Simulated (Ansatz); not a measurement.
Calculated with Ansatz (gas phase, PBE0-D4/def2-TZVP geometries, no zero-point term in ΔE). CBS: MP2 limit from def2 TZ/QZ plus the TZ coupled-cluster correction, frozen cores. DFT in def2-TZVPP. B3LYP here is the variant with VWN-RPA as its local correlation; programs differ in this. For Se outer-core shells are correlated without core-valence functions, which leaves a few kJ/mol of doubt a bond. Scalar relativity is left out up to krypton. Each species was taken in one conformer, which may not be the lowest.

Reaction (cleavage of the Si–Si bond): `O[SiH](F)[SiH2]Cl` + `B[SeH]` → `B[Se][SiH2]Cl` + `O[SiH2]F`

Question: Is it downhill or uphill in electronic energy at CCSD(T)/CBS, and by how much? (Best estimate.)

Answer: Computed: Downhill: ΔE = -0.75 eV.

Question: What do these levels give: PBE0-D4, B3LYP-D4, ωB97M-V, r2SCAN, PBE0, HF/def2-TZVPP, SCS-MP2/def2-TZVPP, CCSD(T)/def2-TZVPP, HF/def2-QZVPP, MP2/def2-QZVPP, HF/CBS(def2), MP2/CBS(def2)? (An estimate is asked.)

Answer: Computed: PBE0-D4 -0.63, B3LYP-D4 -0.66, ωB97M-V -0.73, r2SCAN -0.66, PBE0 -0.63, HF/def2-TZVPP -0.80, SCS-MP2/def2-TZVPP -0.82, CCSD(T)/def2-TZVPP -0.72, HF/def2-QZVPP -0.80, MP2/def2-QZVPP -0.87, HF/CBS(def2) -0.80, MP2/CBS(def2) -0.88 eV.

Largest T1 diagnostic among the species: 0.013.

From PBE to PBE0 (25 % exact exchange), in def2-TZVPP and without D4, ΔE moves by −0.07 eV.
